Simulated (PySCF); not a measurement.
## Calculated data, B₂FH₂N, CH₃AlO, AlF₂, B₂H₅NSi and others

Calculation on a computer-drawn molecule: optimised geometry and harmonic frequencies of an isolated molecule of the commonest isotopes, restricted reference for singlets and unrestricted otherwise, frozen core in MP2. Program: PySCF 2.14.0.

Common to all runs: multiplicity 1.

(1) B₂FH₂N

Start structure:
```xyz
6
B2FH2N
N      0.1739    -1.5196     0.9490
B      0.1408    -0.3258     0.6631
B      0.1288     1.3415     0.3170
F     -0.5001     1.7800    -0.7647
H      0.1911    -2.4810     1.1650
H      0.6653     2.1601     1.0060
```

| Quantity | Value |
| --- | --- |
| charge | 0 |
| method | MP2 |
| basis | cc-pVDZ |
| rotational constants | 51.03, 3.528, 3.3 GHz |
| total energy | -204.9872 hartree |
| convergence status largest gradient component | 3.928e-05 hartree/bohr |

Drawn bonds:
```csv
atom,other atom,order
1,2,2
2,3,1
3,4,1
1,5,1
3,6,1
```

Optimised structure:
```xyz
6
B2FH2N
N      0.1748    -1.5365     0.9538
B      0.1405    -0.3133     0.6600
B      0.1281     1.3462     0.3152
F     -0.5054     1.8010    -0.7774
H      0.1932    -2.5139     1.1747
H      0.6687     2.1717     1.0090
```

Modes:
```csv
frequency (cm⁻¹),reduced mass (dalton)
171.6,6.067
250,3.717
453.9,2.249
481.9,1.97
528.3,1.202
751.5,4.349
885.4,1.731
1126,1.397
1312,4.847
1921,7.837
2678,1.093
3862,1.102
```

(2) CH₃AlO

Start structure:
```xyz
6
CH3AlO
C      0.3906    -1.8325    -0.8527
O     -0.8784    -2.0359    -0.2941
Al    -2.3862    -2.4351     0.3305
H      0.5053    -2.3055    -1.7721
H      0.4370    -0.6954    -1.0475
H      1.1580    -2.0976    -0.1920
```

| Item | Value |
| --- | --- |
| charge | 0 |
| method | HF |
| basis | cc-pV(D+d)Z |
| rotational constants | 159.9, 5.039, 5.039 GHz |
| total energy | -356.4350 hartree |
| convergence status largest gradient component | 1.529e-05 hartree/bohr |

Drawn bonds:
```csv
atom,other atom,order
1,2,1
2,3,1
1,4,1
1,5,1
1,6,1
```

Optimised structure:
```xyz
6
CH3AlO
C      0.3618    -1.7862    -0.8516
O     -0.8806    -2.0754    -0.3107
Al    -2.3797    -2.4237     0.3418
H      0.5037    -2.3146    -1.7977
H      0.4609    -0.7144    -1.0408
H      1.1601    -2.0878    -0.1689
```

Modes:
```csv
frequency (cm⁻¹),reduced mass (dalton)
116.4,4.922
116.4,4.922
668.6,7.301
1279,1.271
1279,1.271
1332,12.71
1599,1.14
1602,1.045
1602,1.045
3163,1.03
3233,1.107
3233,1.107
```

(3) AlF₂

Start structure:
```xyz
3
AlF2
F     -0.9539    -2.1732     0.1170
Al    -2.0560    -0.9607    -0.4319
F     -3.0808     0.1586    -0.8266
```

| Quantity | Value |
| --- | --- |
| charge | 1 |
| method | HF |
| basis | cc-pV(D+d)Z |
| rotational constants | ? |
| total energy | ? |

Drawn bonds:
```csv
atom,other atom,order
1,2,1
2,3,1
```

(4) B₂H₅NSi

Start structure:
```xyz
9
B2H5NSi
B     -2.7301     0.1430     1.0389
B     -1.1928     0.3664     0.6467
N     -0.1877    -0.5123     0.7820
Si     0.9674    -1.6231     0.9991
H     -3.6020    -0.3594     0.3204
H     -3.1288     0.4908     2.0738
H     -0.9065     1.4005     0.0580
H      1.8156    -1.5803     2.2021
H      1.3296    -2.5979     0.0594
```

| Item | Value |
| --- | --- |
| charge | 0 |
| method | HF |
| basis | cc-pV(D+d)Z |
| total energy | ? |
| rotational constants | ? |

Drawn bonds:
```csv
atom,other atom,order
1,2,1
2,3,1
3,4,2
1,5,1
1,6,1
2,7,1
4,8,1
4,9,1
```

(5) CH₄BFSi

Start structure:
```xyz
8
CH4BFSi
C     -0.0090    -2.7857    -1.9407
B      0.6832    -1.8115    -1.1292
Si     1.6076    -0.4755    -0.1396
F      2.4357    -1.1562     1.0781
H      0.3964    -3.2924    -2.7453
H     -0.9531    -3.0657    -1.6823
H      0.7722     0.4787     0.5801
H      2.6410     0.2277    -0.7876
```

| Quantity | Value |
| --- | --- |
| charge | 0 |
| method | HF |
| basis | cc-pV(D+d)Z |
| total energy | ? |
| rotational constants | ? |

Drawn bonds:
```csv
atom,other atom,order
1,2,2
2,3,1
3,4,1
1,5,1
1,6,1
3,7,1
3,8,1
```

To be estimated
1. What rotational constants does the calculation give for AlF₂ (entry 3)?
2. Give the missing total energy for AlF₂ (entry 3).
3. What total energy does the calculation give for B₂H₅NSi (entry 4)?
4. B₂H₅NSi (entry 4): rotational constants?
5. Give the missing total energy for CH₄BFSi (entry 5).
6. What rotational constants does the calculation give for CH₄BFSi (entry 5)?
7. Give the table of modes values for CH₄BFSi (entry 5).

## Answers
1. 5.24, 5.24 GHz
2. -440.6049 hartree
3. -395.6273 hartree
4. 25.61, 2.61, 2.489 GHz
5. -453.2555 hartree
6. 17.79, 2.662, 2.42 GHz
7. 
Modes:
```csv
frequency (cm⁻¹),reduced mass (dalton)
140.4,1.062
144.4,5.392
206.1,1.835
361,7.829
528,1.247
537.2,6.026
748.6,1.844
825.5,1.124
871.7,1.339
882.3,5.796
976.8,1.262
1015,1.065
1395,1.181
1687,5.184
2354,1.05
2355,1.031
3291,1.063
3369,1.108
```

Further results for AlF₂ (entry 3):

| Item | Value |
| --- | --- |
| convergence status largest gradient component | 1.837e-06 hartree/bohr |

Optimised structure:
```xyz
3
AlF2
F     -1.0016    -2.1195     0.0758
Al    -2.0302    -0.9918    -0.3805
F     -3.0589     0.1359    -0.8369
```

Modes:
```csv
frequency (cm⁻¹),reduced mass (dalton)
182.4,22.97
182.4,22.97
761.1,19
1164,22.97
```

Further results for B₂H₅NSi (entry 4):

| Item | Value |
| --- | --- |
| convergence status largest gradient component | 1.755e-05 hartree/bohr |

Optimised structure:
```xyz
9
B2H5NSi
B     -2.7703     0.1323     1.0563
B     -1.1599     0.4151     0.5638
N     -0.1505    -0.5203     0.7727
Si     0.9682    -1.5734     1.0142
H     -3.5776    -0.3920     0.3302
H     -3.1706     0.4544     2.1472
H     -0.8773     1.4604     0.0141
H      1.7941    -1.6172     2.2293
H      1.3087    -2.6317     0.0526
```

Modes:
```csv
frequency (cm⁻¹),reduced mass (dalton)
121.2,2.45
123.4,3.53
249.8,1.032
304.5,1.291
346.1,4.313
567.1,1.119
700.6,1.33
720,2.36
750.7,1.238
914.9,2.107
953.9,1.672
1023,1.653
1078,1.091
1192,1.499
1286,1.344
1621,11.91
2374,1.056
2374,1.029
2580,1.087
2641,1.06
2697,1.121
```

Further results for CH₄BFSi (entry 5):

| Quantity | Value |
| --- | --- |
| convergence status largest gradient component | 1.569e-05 hartree/bohr |

Optimised structure:
```xyz
8
CH4BFSi
C     -0.0049    -2.7669    -1.9106
B      0.6931    -1.8644    -1.1242
Si     1.6614    -0.4825    -0.0532
F      2.4875    -1.1493     1.1668
H      0.4394    -3.2406    -2.7809
H     -1.0296    -3.0527    -1.6927
H      0.6927     0.4573     0.5365
H      2.6345     0.2185    -0.9082
```
